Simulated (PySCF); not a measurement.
Two species compared at the same levels of theory.

First species: C5H11ClSi.
SMILES: `[SiH3][C@H]1[C@@H](CCC1)Cl`

Second species: C₅H₁₁ClSi.
Atom-mapped SMILES: `[SiH3:1][C@@H:2]1[CH2:3][CH2:4][CH2:5][C@@H:6]1[Cl:7]` (hydrogens: H8, H9, H10 on Si1; H11 on C2; H12, H13 on C3; H14, H15 on C4; H16, H17 on C5; H18 on C6)

Levels: PBE0/def2-SVPD for HOMO energy, LUMO energy, HOMO–LUMO gap and static isotropic polarisability; TDDFT PBE0/def2-SVPD for lowest singlet excitation; TDA PBE0/def2-SVPD for lowest triplet excitation (Tamm–Dancoff). Geometries: GFN2-xTB. All species are isolated and taken at one optimised geometry, non-relativistic unless stated; the electronic structure was computed with PySCF and density fitting.

**Question.** Which of the two has the higher static isotropic polarisability, and by how much?

**Answer.** The first: 97.1 au against 96.2 au, a difference of 0.9 au.

**Question.** Which has the higher HOMO–LUMO gap?

**Answer.** The second: 8.57 eV against 8.45 eV, a difference of 0.12 eV.

**Question.** Which of the two has the higher HOMO energy, and by how much?

**Answer.** The first: -8.19 eV against -8.26 eV, a difference of 0.07 eV.

**Question.** Which of the two has the higher T1 energy, and by how much?

**Answer.** The first: 6.61 eV against 6.49 eV, a difference of 0.12 eV.

**Question.** Which of the two has the higher S1 energy, and by how much?

**Answer.** The first: 7.15 eV against 7.08 eV, a difference of 0.07 eV.

On the first: S1 lies 1.30 eV below the HOMO–LUMO gap; its leading configuration is HOMO→LUMO, weight 0.77. No computed singlet falls in the visible range (750 to 380 nm, 1.65 to 3.26 eV); S1 lies 3.89 eV above its blue end.

On the second: The polarisability is 14.25 Å³ as a volume (1 au = 0.148185 Å³), or 1.34 au for each of the 72 electrons. The vertical singlet–triplet gap S1 − T1 is 0.59 eV (TDDFT singlet less Tamm–Dancoff triplet; S1: HOMO−1→LUMO, weight 0.41, beside HOMO→LUMO, weight 0.41; T1: HOMO→LUMO, weight 0.61).

One conformer stands for the species.
